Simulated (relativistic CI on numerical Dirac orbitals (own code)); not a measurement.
## Energy levels of Au XLVII

Computed by Dirac-Coulomb-Breit CI, separate exchange-only KLI orbitals for each configuration, QED by a radiative potential, unscaled Slater integrals (own radial code, finite nucleus).

Configurations in the expansion (outside the closed core [Ar] 3d10): 4s2.4p3, 4s.4p4, 4s2.4p2.4d, 4p5, 4s.4p3.4d, 4s2.4p2.4f, 4s.4p3.4f, 4p4.4d, 4s.4p2.4d2, 4s2.4p.4d.4f, 4p4.4f, 4p3.4d.4f, 4s.4p2.4f2, 4s2.4p2.5s, 4p4.5s, 4s2.4p2.5p, 4s.4p2.4d.5s, 4s2.4p.4f.5s, 4s.4p3.5s, 4s2.4p2.5d, 4s.4p3.5p, 4s2.4p2.5f, 4s2.4p2.5g, 4s.4p3.5d, 4p3.4f.5s, 4s.4p3.5f, 4s2.4p2.6s, 4s2.4p.4d2, 4s2.4d3, 4s.4p.4d3, 4s2.4d2.4f, 4s.4p.4d2.4f, 4s2.4d2.5s, 4p3.4d2, 4p2.4d3, 4p2.4d2.4f, 4p2.4d2.5s, 4s2.4p.4f2, 4s2.4d.4f2, 4s.4p.4d.4f2, 4s2.4f3, 4s.4p.4f3, 4s2.4f2.5s, 4p3.4f2, 4p2.4d.4f2, 4p2.4f3, 4p2.4f2.5s, 4s.4p2.4d.4f, 4s.4p.4d.4f.5s, 4s2.4p.4d.5s, 4s.4p.4d2.5s, 4s2.4d.4f.5s, 4s2.4d.5s2, 4p3.4d.5s, 4p2.4d.4f.5s, 4p2.4d.5s2, 4s.4p2.4f.5s, 4s.4p.4f2.5s, 4s.4p.4f.5s2, 4s2.4p.5s2, 4s.4p.4d.5s2, 4s2.4f.5s2. Double excitations out of closed p, d and f shells are left out; levels of such configurations are missing from the list, as are those of other unlisted configurations, and high levels can miss mixing partners. These lack a partner that the ground configuration has and come out too high: 4s2.4p2.5p, 4s2.4p2.5d, 4s.4p3.5p, 4s2.4p2.5f, 4s2.4p2.5g.

The lowest level is 4s2.4p3 2P°_3/2, with 47 % of that term; Hund's rules for 4s2.4p3 give 4S° with J = 3/2, of which the calculation keeps J, while another term leads.

| No. | Configuration | Term | J | E (eV) | % | Next component (%) | Landé g | jj configuration (%) |
| --- | --- | --- | --- | --- | --- | --- | --- | --- |
| 1 | 4s2.4p3 | 2P° | 3/2 | 0.000 | 47 | 27 2D° | 1.355 | 4p3/2 (99) |
| 2 | 4s2.4p3 | 4S° | 3/2 | 128.367 | 55 | 44 2D° | 1.457 | 4p1/2 4p3/2^2 (99) |
| 3 | 4s2.4p3 | 2D° | 5/2 | 134.504 | 99 | 1 4s.4p3.4d 2D° | 1.194 | 4p1/2 4p3/2^2 (99) |
| 4 | 4s2.4p3 | 2P° | 1/2 | 142.234 | 99 |  | 0.658 | 4p1/2 4p3/2^2 (99) |
| 5 | 4s2.4p2.4d | 2D | 3/2 | 172.079 | 39 | 34 4F | 0.784 | 4p1/2^2 4d3/2 (98) |
| 6 | 4s2.4p2.4d | 2D | 5/2 | 207.290 | 30 | 20 4D | 1.222 | 4p1/2^2 4d5/2 (92) |
| 7 | 4s.4p4 | 4P | 5/2 | 240.914 | 65 | 25 2D | 1.453 | 4s 4p3/2^2 (90) |
| 8 | 4s.4p4 | 2S | 1/2 | 256.819 | 58 | 28 4P | 2.090 | 4s 4p3/2^2 (92) |
| 9 | 4s.4p4 | 2P | 3/2 | 259.061 | 40 | 33 2D | 1.172 | 4s 4p3/2^2 (88) |
| 10 | 4s2.4p3 | 2P° | 3/2 | 271.699 | 51 | 28 2D° | 1.306 | 4p3/2^3 (98) |
| 11 | 4s2.4p2.4d | 2F | 5/2 | 299.553 | 46 | 46 4F | 0.959 | 4p1/2 4p3/2 4d3/2 (98) |
| 12 | 4s2.4p2.4d | 4F | 3/2 | 300.176 | 37 | 27 4D | 0.908 | 4p1/2 4p3/2 4d3/2 (97) |
| 13 | 4s2.4p2.4d | 4D | 1/2 | 300.351 | 80 | 15 2P | 0.196 | 4p1/2 4p3/2 4d3/2 (98) |
| 14 | 4s2.4p2.4d | 2G | 7/2 | 305.780 | 49 | 26 2F | 1.038 | 4p1/2 4p3/2 4d3/2 (96) |
| 15 | 4s2.4p2.4d | 2D | 5/2 | 322.871 | 35 | 24 2F | 1.189 | 4p1/2 4p3/2 4d3/2 (89) |
| 16 | 4s2.4p2.4d | 2D | 3/2 | 324.777 | 34 | 26 2P | 1.198 | 4p1/2 4p3/2 4d3/2 (89) |
| 17 | 4s2.4p2.4d | 2P | 1/2 | 325.689 | 37 | 35 4P | 1.703 | 4p1/2 4p3/2 4d3/2 (94) |
| 18 | 4s2.4p2.4d | 4D | 7/2 | 328.064 | 48 | 36 4F | 1.309 | 4p1/2 4p3/2 4d5/2 (99) |
| 19 | 4s2.4p2.4d | 2P | 3/2 | 333.033 | 43 | 25 4P | 1.394 | 4p1/2 4p3/2 4d5/2 (89) |
| 20 | 4s2.4p2.4d | 2G | 9/2 | 334.973 | 61 | 38 4F | 1.191 | 4p1/2 4p3/2 4d5/2 (99) |
| 21 | 4s2.4p2.4d | 2D | 5/2 | 335.934 | 33 | 31 2F | 1.141 | 4p1/2 4p3/2 4d5/2 (90) |
| 22 | 4s2.4p2.4d | 2F | 7/2 | 350.511 | 56 | 20 2G | 1.118 | 4p1/2 4p3/2 4d5/2 (94) |
| 23 | 4s2.4p2.4d | 2D | 5/2 | 350.633 | 37 | 32 4P | 1.253 | 4p1/2 4p3/2 4d5/2 (91) |
| 24 | 4s2.4p2.4d | 2D | 3/2 | 353.143 | 61 | 18 2P | 0.935 | 4p1/2 4p3/2 4d5/2 (94) |
| 25 | 4s2.4p2.4d | 2P | 1/2 | 354.740 | 52 | 36 2S | 1.243 | 4p1/2 4p3/2 4d5/2 (93) |
| 26 | 4s.4p4 | 4P | 3/2 | 377.190 | 66 | 17 2D | 1.491 | 4s 4p1/2 4p3/2^3 (85) |
| 27 | 4s.4p4 | 2D | 5/2 | 386.168 | 65 | 22 4P | 1.289 | 4s 4p1/2 4p3/2^3 (87) |
| 28 | 4s2.4p2.4f | 2F° | 5/2 | 397.795 | 33 | 27 4G° | 0.853 | 4p1/2^2 4f5/2 (85) |
| 29 | 4s.4p4 | 2P | 1/2 | 398.084 | 54 | 32 4P | 1.346 | 4s 4p1/2 4p3/2^3 (86) |
| 30 | 4s.4p4 | 2P | 3/2 | 399.012 | 46 | 38 2D | 1.096 | 4s 4p1/2 4p3/2^3 (88) |

Energies count from the lowest computed level; ° marks odd parity. Filled j subshells are mostly left out of the jj labels.

The mean weight of the leading LS term, summed over parents, in these 30 levels is 52 %, and that of the leading jj configuration (from the same eigenvectors) 93 %, so jj coupling describes them better and the LS labels are nominal.

At this charge energies of transitions that change n are usually good to better than 1 %, and those within a shell (Δn = 0) to a few per cent.

LS names give the leading component of a level, which can be under half, so a name can repeat, a term be missing and a line seem to break the LS rules.
